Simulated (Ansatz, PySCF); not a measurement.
System: methoxyboronic acid, CH$_{5}$BO$_{3}$ (charge 0, singlet). SMILES: COB(O)O
Structure (B3LYP-D3(BJ)/def2-TZVP (Ansatz, a first-principles code) minimum search):
```xyz
10

C      1.5112    -0.2567     1.1330
O      0.8895     0.3703     0.0153
B     -0.4006     0.0815    -0.3171
O     -0.9788     0.6980    -1.3984
O     -1.1250    -0.8187     0.4185
H      0.9774    -0.0274     2.0570
H      2.5273     0.1286     1.1975
H      1.5420    -1.3404     1.0063
H     -0.3778     1.3077    -1.8373
H     -2.0185    -0.9328     0.0809
```

Unscaled harmonic wavenumbers (cm⁻¹) in rising order, each level at the stationary point that it reaches from this structure (no distance between atoms moves by over 0.3 Å); the order of modes can differ between levels, and a negative number is imaginary. B3LYP-D3(BJ)/def2-TZVP (PySCF, at the structure above): 61, 152, 228, 408, 478, 515, 538, 679, 819, 987, 1013, 1113, 1184, 1214, 1422, 1428, 1500, 1502, 1523, 3031, 3092, 3120, 3842, 3845.

HF/3-21G (Ansatz): -57, 147, 212, 415, 502, 541, 548, 729, 855, 1037, 1059, 1181, 1274, 1300, 1556, 1580, 1678, 1680, 1685, 3220, 3278, 3306, 3947, 3949. Zero-point energy 51.0 against 48.2 kcal/mol; where all levels lie over 400 cm⁻¹, the wavenumbers are on average 1.064 times those of B3LYP-D3(BJ)/def2-TZVP. This level finds the structure a saddle point. The zero-point energy leaves imaginary modes out.

B3LYP/6-31G* (Ansatz): 25, 148, 224, 408, 479, 516, 549, 671, 823, 1006, 1038, 1136, 1193, 1226, 1447, 1456, 1526, 1529, 1550, 3046, 3110, 3136, 3795, 3798. Zero-point energy 48.4 against 48.2 kcal/mol; where all levels lie over 400 cm⁻¹, the wavenumbers are on average 1.009 times those of B3LYP-D3(BJ)/def2-TZVP.
